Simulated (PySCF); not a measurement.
Te(OMe)2 (C₂H₆O₂Te), SMILES CO[Te]OC. Atoms are numbered in the order given.

```xyz
11

Te     0.0000     0.0000     0.6788
O     -1.3390    -0.6600    -0.6321
C     -2.0908     0.3041    -1.3308
H     -2.6887     0.9461    -0.6586
H     -2.7802    -0.2436    -1.9934
H     -1.4537     0.9551    -1.9546
O      1.3390     0.6600    -0.6321
C      2.0908    -0.3041    -1.3308
H      2.6887    -0.9461    -0.6586
H      2.7802     0.2436    -1.9934
H      1.4537    -0.9551    -1.9546
```

Coordinates come from a PBE0-D3(BJ)/def2-SVP optimisation. The def2 effective core potentials stand for the cores of Te; spin–orbit coupling is left out. The values are those of a single conformer.

The numbers are results of M06-2X/def2-TZVP (PySCF), not measurements.

ESP charges are fitted to the potential on shells at 1.4 to 2.0 van der Waals radii. Atomic charges (e):

```
atom  Löwdin  ESP fit
----  ------  -------
Te1     0.65     0.30
O2     -0.20    -0.32
C3     -0.43     0.01
H4      0.10     0.04
H5      0.11     0.08
H6      0.10     0.05
O7     -0.20    -0.32
C8     -0.43     0.01
H9      0.10     0.04
H10     0.11     0.08
H11     0.10     0.05
```

Question: Give the Mayer and Wiberg (Löwdin basis) orders of the bonds. (The exact figures need the calculation; the answer reports its results.)

Answer: 
```json
[
 {"bond": "Te1–O2", "Mayer": "0.92", "Wiberg": "1.28"},
 {"bond": "O2–C3", "Mayer": "0.91", "Wiberg": "1.63"},
 {"bond": "C3–H4", "Mayer": "0.97", "Wiberg": "0.94"},
 {"bond": "C3–H5", "Mayer": "0.96", "Wiberg": "0.93"},
 {"bond": "C3–H6", "Mayer": "0.97", "Wiberg": "0.94"},
 {"bond": "Te1–O7", "Mayer": "0.92", "Wiberg": "1.28"},
 {"bond": "O7–C8", "Mayer": "0.91", "Wiberg": "1.63"},
 {"bond": "C8–H9", "Mayer": "0.97", "Wiberg": "0.94"},
 {"bond": "C8–H10", "Mayer": "0.96", "Wiberg": "0.93"},
 {"bond": "C8–H11", "Mayer": "0.97", "Wiberg": "0.94"}
]
```
